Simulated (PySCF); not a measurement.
**Excitation energy of Tl by level of theory**

Tl [Xe] 4f14 5d10 6s2 6p1 (2P) → Tl [Xe] 4f14 5d10 6s1 6p2 (4P), as a difference of total energies. All numbers are calculated (PySCF 2.14, scalar relativity by spin-free X2C-1e, in ANO-RCC-VTZP (8s7p5d3f2g, 93 functions)). Correlated levels: valence: [Xe] 4f14 5d10 frozen. The calculations carry no spin-orbit coupling.

```csv
method,excitation energy (eV)
UHF,4.340
MP2 (valence),4.872
SCS-MP2 (valence),5.070
CCSD (valence),5.036
CCSD(T) (valence),5.046
```

**Question.** How much does correlation contribute at CCSD(T) (valence)?

**Answer.** 5.046 − (4.340) = 0.706 eV, measured against UHF.

Spin-orbit coupling is strong in these open shells (close to jj coupling). The scalar numbers leave it out and a first-order estimate fails, so it can dominate the gap to the real levels.
